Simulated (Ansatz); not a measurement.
System: C3HF4 (charge 0, doublet). It need not be the lowest isomer of its formula. SMILES: F/C=[C]/C(F)(F)F
Geometry from a B3LYP-D3(BJ)/def2-TZVP (Ansatz, an electronic-structure program) optimisation:
```
C
C 1 1.3026
F 2 1.3468 1 123.36
H 2 1.0831 1 124.20 3 180.00
C 1 1.4689 2 143.13 4 -180.00
F 5 1.3459 1 111.53 2 -120.05
F 5 1.3459 6 107.26 1 122.39
F 5 1.3491 6 107.53 7 115.40
```
Charge 0, spin multiplicity 2.

Atomisation energy built up term by term with Ansatz (kcal/mol; UHF references for open shells; valence terms freeze the core; atomic spin-orbit terms are left out). CBS(X,Y): correlation extrapolated as X^-3; Hartree-Fock from the larger set.

The UHF reference is spin-contaminated (<S^2> 0.19 over the pure value in the largest basis). 

| term | basis | kcal/mol |
|---|---|---|
| Hartree-Fock | cc-pVQZ | [?] |
| CCSD correlation | CBS(cc-pVTZ,cc-pVQZ) | [?] |
| (T) | CBS(cc-pVTZ,cc-pVQZ) | 21.96 |
| core correlation | cc-pwCVTZ | 3.33 |
| scalar relativity (X2C) | cc-pVTZ-DK against cc-pVTZ | -1.13 |
| sum: De |  | [?] |

Q: What belongs in the gaps?

A: 
- Hartree-Fock, kcal/mol: 532.70
- CCSD correlation, kcal/mol: 228.83
- sum: De, kcal/mol: 785.7
